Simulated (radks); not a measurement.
Question: All-electron atom: Sr III in [Kr] (the NIST ground configuration). Method: non-relativistic Kohn-Sham, exchange-only PBE, spin-polarised, spherical densities, point nucleus; relativity is left out, which matters for an element this heavy; computed with a radial shooting solver on a logarithmic mesh with Libxc functionals. Some entries of the table are withheld. Estimate them.

| orbital | occ. | eigenvalue (eV) | r(max) (bohr) | <r^2> (bohr^2) |
|---|---|---|---|---|
| 1s | 2 | -15625.88 | 0.02656 | 0.002162 |
| 2s | 2 | (1) | 0.1493 | 0.03686 |
| 2p | 6 | -1911.530 | 0.1178 | (2) |
| 3s | 2 | -333.6346 | 0.4461 | 0.2909 |
| 3p | 6 | -265.8713 | 0.4352 | 0.2957 |
| 3d | 10 | (3) | 0.3761 | 0.3007 |
| 4s | 2 | -51.9672 | 1.214 | 2.164 |
| 4p | 6 | -35.2359 | 1.332 | 2.813 |

Answer: 
(1) 2s eigenvalue (eV): -2096.754
(2) 2p <r^2> (bohr^2): 0.02828
(3) 3d eigenvalue (eV): -143.2116
